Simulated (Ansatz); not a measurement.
`F[Si](F)(F)[SiH3]` + H₂O → `O[Si](F)(F)[SiH3]` + H–F at 400 K and 1 bar (formal hydrolysis of the Si–F bond).

Calculated with Ansatz (gas phase, PBE0-D4/def2-TZVP geometries, no zero-point term in ΔE). CBS: MP2 limit from def2 TZ/QZ plus the TZ coupled-cluster correction, frozen cores. This one scheme is used for every species. Each species was taken in one conformer, which may not be the lowest.

| species | CCSD(T)/CBS energy (Eh) | H − E (kJ/mol) | S (J/(mol·K)) |
| --- | --- | --- | --- |
| `F[Si](F)(F)[SiH3]` | -879.54323 | 122.9 | 374.9 |
| H₂O | -76.37941 | 69.8 | 198.6 |
| `O[Si](F)(F)[SiH3]` | -855.51273 | 154.9 | 397.5 |
| H–F | -100.39570 | 36.5 | 182.2 |

H − E and S are ideal-gas, rigid-rotor, harmonic terms from PBE0-D4/def2-TZVP, for one conformer and one mirror image of each species. 1 Eh = 2625.50 kJ/mol, R = 8.31446 J/(mol·K).

Problem. By hand: ΔE, ΔH, ΔS and ΔG.

Solution. ΔE = (-855.51273) + (-100.39570) − (-879.54323) − (-76.37941) = 0.01421 Eh = 37.3 kJ/mol. Δ(H − E) = 154.9 + 36.5 − 122.9 − 69.8 = -1.3, so ΔH = 36.0 kJ/mol. ΔS = 397.5 + 182.2 − 374.9 − 198.6 = 6.2 J/(mol·K). ΔG = 36.0 − 400 × (6.2)/1000 = 33.5 kJ/mol.

Problem. By hand: the equilibrium constant, and the temperature at which ΔG would vanish if ΔH and ΔS stayed fixed.

Solution. log₁₀ K = −ΔG/(RT ln 10) = -4.4. ΔG = 0 at ΔH/ΔS = 5806 K, far beyond where these terms or the molecules hold.

The number of gas molecules stays the same, so ΔS is small and ΔH decides. A doubt of 5 kJ/mol in ΔE shifts log₁₀ K by 0.7 here. Other conformers and mirror images would add mixing entropy, several J/(mol·K) or more a flexible species. These are equilibria of isolated gas molecules and say nothing of rates. Largest T1 diagnostic: 0.013 (customary marks: 0.02 for closed shells, 0.045 for open ones).
